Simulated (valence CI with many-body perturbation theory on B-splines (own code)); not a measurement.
Gd⁵⁸⁺: E2, E3, M2 decay

Computed by configuration interaction combined with many-body perturbation theory (CI+MBPT): four valence electrons over a frozen Dirac-Fock core [He], radial functions for each j: 11 s, 11 p, 10 d, 8 f, 5 g, 2 h, with the one-electron correlation potential Σ1 (screened to all orders), the two-electron term Σ2, the three-electron term Σ3, Breit, model QED; selected single and double excitations, second order for the rest, scaled by the run's own slope (own B-spline code, finite nucleus).

No measured spectrum was set against this ion. As an estimate, large intervals hold to a few tenths of a per cent, small ones and those within an open d or f shell to about a per cent. Among the levels kept, up to 920 cm⁻¹ of a level comes from second order outside the variational space, and about a tenth of that is noise between levels of different J, which matters for small intervals.

Lines 51 to 85 of 85 in falling wavelength, among levels below 9798.9 eV, chosen from the decays that carry over 1 % of a level's rate. Wavelengths and rates use the calculated energies. Electric multipoles are in the length gauge, E1 and E2 with the static RPA response of the core. S is in atomic units (e²a₀⁴ for E2 and M2, e²a₀⁶ for E3), for M1 in squared Bohr magnetons. Weak lines are less certain than strong ones. Lines between different terms over intervals too small for the method are left out, as are lines whose strength nearly cancels. The highest levels of a list are the least certain.

Levels are named by their leading jj configuration (3d3/2^4 stands for four electrons in 3d with j = 3/2), which in mixed levels can hold well under half, so a name can repeat and another be missing. Letters in brackets count levels of one name in rising energy.

| λ vac (Å) | Upper | Lower | Type | A (s⁻¹) | S (a.u.) |
| --- | --- | --- | --- | --- | --- |
| 1.600 | (2s^2 2p3/2 3p3/2) J=3 | (2s^2 2p1/2 2p3/2) J=1 | E2 | 4.18e+11 | 2.73e-05 |
| 1.598 | (2s^2 2p3/2 3p3/2) J=2 | (2s^2 2p1/2 2p3/2) J=2 | E2 | 4.76e+11 | 2.21e-05 |
| 1.594 | (2s^2 2p3/2 3p3/2) J=2 | (2s^2 2p1/2 2p3/2) J=1 | E2 | 2.10e+11 | 9.68e-06 |
| 1.593 | (2s^2 2p3/2 3p3/2) J=0 | (2s^2 2p1/2 2p3/2) J=2 | E2 | 6.68e+11 | 6.13e-06 |
| 1.586 | (2s 2p3/2^2 3d5/2) J=5 | (2s 2p1/2 2p3/2^2) J=3 | M2 | 7.39e+09 | 7.27e-07 |
| 1.585 | (2s 2p1/2 2p3/2 3d5/2) J=5 | (2s 2p1/2^2 2p3/2) J=2 | E3 | 3.13e+09 | 2.75e-06 |
| 1.578 | (2s^2 2p3/2 3d5/2) J=4 | (2s^2 2p1/2 2p3/2) J=2 | M2 | 1.12e+10 | 8.80e-07 |
| 1.578 | (2s^2 2p3/2 3d5/2) J=4 | (2s^2 2p1/2 2p3/2) J=2 | E3 | 1.28e+09 | 8.96e-07 |
| 1.575 | (2s^2 2p3/2 3d5/2) J=4 | (2s^2 2p1/2 2p3/2) J=1 | E3 | 2.18e+09 | 1.50e-06 |
| 1.553 | (2p1/2 2p3/2^2 3d3/2) J=4 | (2s 2p1/2 2p3/2^2) J=2 [b] | E2 | 1.95e+12 | 1.41e-04 |
| 1.553 | (2p1/2^2 2p3/2 3d3/2) J=2 | (2s 2p1/2^2 2p3/2) J=1 | E2 | 1.36e+12 | 5.46e-05 |
| 1.551 | (2p1/2^2 2p3/2 3d3/2) J=3 | (2s 2p1/2^2 2p3/2) J=1 | E2 | 1.56e+12 | 8.75e-05 |
| 1.551 | (2s 2p1/2 2p3/2 3d3/2) J=4 | (2s^2 2p1/2 2p3/2) J=2 | E2 | 1.40e+12 | 1.01e-04 |
| 1.548 | (2s 2p1/2^2 3d3/2) J=2 | (2s^2 2p1/2^2) J=0 | E2 | 1.89e+12 | 7.52e-05 |
| 1.548 | (2s 2p1/2 2p3/2 3d5/2) J=4 [a] | (2s^2 2p1/2 2p3/2) J=2 | E2 | 4.60e+11 | 3.29e-05 |
| 1.547 | (2p1/2 2p3/2^2 3d5/2) J=4 | (2s 2p1/2 2p3/2^2) J=2 [b] | E2 | 3.07e+11 | 2.18e-05 |
| 1.541 | (2s 2p3/2^2 3d5/2) J=4 [a] | (2s^2 2p3/2^2) J=2 | E2 | 1.82e+12 | 1.27e-04 |
| 1.539 | (2s 2p1/2 2p3/2 3d3/2) J=3 [c] | (2s^2 2p1/2 2p3/2) J=2 | E2 | 1.73e+12 | 9.34e-05 |
| 1.539 | (2p1/2^2 2p3/2 3d3/2) J=2 | (2s 2p1/2^2 2p3/2) J=2 | E2 | 2.20e+12 | 8.48e-05 |
| 1.538 | (2p1/2 2p3/2^2 3d3/2) J=4 | (2s 2p1/2 2p3/2^2) J=3 | E2 | 1.32e+12 | 9.12e-05 |
| 1.537 | (2p1/2^2 2p3/2 3d3/2) J=3 | (2s 2p1/2^2 2p3/2) J=2 | E2 | 1.98e+12 | 1.06e-04 |
| 1.537 | (2p1/2^2 2p3/2 3d3/2) J=1 | (2s 2p1/2^2 2p3/2) J=2 | E2 | 3.30e+12 | 7.56e-05 |
| 1.536 | (2s 2p1/2 2p3/2 3d3/2) J=3 [c] | (2s^2 2p1/2 2p3/2) J=1 | E2 | 4.16e+11 | 2.22e-05 |
| 1.536 | (2p1/2^2 2p3/2 3d3/2) J=0 | (2s 2p1/2^2 2p3/2) J=2 | E2 | 3.54e+12 | 2.70e-05 |
| 1.534 | (2p1/2 2p3/2^2 3d3/2) J=1 [a] | (2s 2p1/2 2p3/2^2) J=2 [a] | E2 | 2.85e+12 | 6.51e-05 |
| 1.534 | (2s 2p1/2 2p3/2 3d3/2) J=1 [c] | (2s^2 2p1/2 2p3/2) J=1 | E2 | 4.35e+12 | 9.90e-05 |
| 1.534 | (2p1/2 2p3/2^2 3d3/2) J=2 [a] | (2s 2p1/2 2p3/2^2) J=2 [a] | E2 | 2.61e+12 | 9.90e-05 |
| 1.534 | (2p1/2 2p3/2^2 3d3/2) J=0 | (2s 2p1/2 2p3/2^2) J=2 [a] | E2 | 3.03e+12 | 2.30e-05 |
| 1.530 | (2p1/2 2p3/2^2 3d3/2) J=4 | (2s 2p1/2 2p3/2^2) J=2 [a] | E2 | 2.61e+11 | 1.76e-05 |
| 1.530 | (2s 2p3/2^2 3d5/2) J=2 [b] | (2s^2 2p3/2^2) J=0 | E2 | 4.47e+12 | 1.67e-04 |
| 1.527 | (2p1/2^2 2p3/2 3d5/2) J=4 | (2s 2p1/2^2 2p3/2) J=2 | E2 | 3.58e+12 | 2.39e-04 |
| 1.525 | (2s 2p1/2 2p3/2 3d5/2) J=3 [c] | (2s^2 2p1/2 2p3/2) J=1 | E2 | 2.53e+12 | 1.30e-04 |
| 1.524 | (2p1/2 2p3/2^2 3d5/2) J=4 | (2s 2p1/2 2p3/2^2) J=2 [a] | E2 | 3.34e+12 | 2.21e-04 |
| 1.523 | (2s 2p3/2^2 3d5/2) J=4 [b] | (2s^2 2p3/2^2) J=2 | E2 | 3.55e+12 | 2.34e-04 |
| 1.523 | (2s 2p3/2^2 3d5/2) J=3 [b] | (2s^2 2p3/2^2) J=2 | E2 | 8.38e+11 | 4.29e-05 |
